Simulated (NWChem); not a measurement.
System: sulfur tetrafluoride (SF4); SMILES FS(F)(F)F

Results from NWChem. The geometry was optimised at PBE0/def2-SVP. B3LYP is NWChem's, with the RPA form of VWN correlation.

For level B3LYP/def2-TZVPP:

```
Quantity                     Value
---------------------------  -----
highest occupied level (eV)  -9.78
orbital gap (eV)              7.23
dipole (D)                    0.84
```

Task: Estimate the same quantities for level B3LYP/3-21G.

Result: The highest occupied level (eV) comes out as -8.56. The orbital gap (eV) is 6.82. The dipole (D) is 1.16.
